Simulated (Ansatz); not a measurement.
**1,1-elimination**

Start structure (CH5InS, closed shell), relaxed at PBE0-D4/def2-TZVP:

In1  (-0.296, -0.147, -0.675)
S2  (1.937, 0.036, -1.538)
H3  (-1.503, -0.507, -1.842)
C4  (-0.424, 0.168, 1.438)
H5  (1.582, -0.218, -2.808)
H6  (0.130, -0.618, 1.953)
H7  (0.033, 1.126, 1.690)
H8  (-1.458, 0.160, 1.782)
(Å)

The step: CH₅InS ([CH3][InH][SH]) → CH₃In ([CH3][In]) + H₂S; bonds formed: S2–H3; bonds broken: In1–S2, In1–H3. Ansatz 0.2.0; basis: def2-TZVPP and def2-QZVPP; cores frozen in the correlated methods. Filled d shells of the heavier atoms are correlated. Core potentials replace the inner electrons of the atoms past krypton. The def2 sets are not built for correlating such inner shells, so the correlated values are less sure here. Extrapolation: Hartree–Fock as exp(−7.88 √X), correlation as X^−2.97. Energies below are by CCSD(T) at an estimated basis limit (MP2 extrapolated from triple and quadruple zeta, plus CCSD(T) − MP2 in triple zeta).

(1) What are the electronic barrier and the energy of the step, from the start structure to the end structure? (To be estimated.)

The T1 diagnostic stays at or below 0.019. The restricted Hartree–Fock reference is unstable towards an unrestricted one at one or more of these structures.

Answers

(1) The calculation gives: Barrier 1.978 eV; step energy 0.757 eV (uphill); reverse barrier, their difference, 1.220 eV. Barrier and step energy count from the start structure, the reverse barrier from the end structure.

The saddle point: One imaginary mode of 961i cm⁻¹.
| pair | start (Å) | saddle (Å) | end (Å) |
| --- | --- | --- | --- |
| S2–H3 | 3.50 | 1.92 | 1.34 |
| In1–S2 | 2.40 | 2.75 | 3.20 |
| In1–H3 | 1.72 | 1.77 | 3.71 |

Zero-point energy (harmonic, PBE0-D4): ZPE is 1.376 eV at the start and 1.318 eV at the saddle, so the barrier goes from 1.978 to 1.920 eV.

Labels in which every atom is bracketed show which atoms are joined, not bond orders.

For scale, one of the runs: CCSD(T)/def2-TZVPP, 193 basis functions, launched by `ansatz run in.yaml --threads 4 --pin off --events-out ev --progress --plain --max-ram 9574MiB`. The run took 13 s on 4 CPU threads of an AMD EPYC 9R45 (shared host), with 2.3 GiB of host memory at its peak.
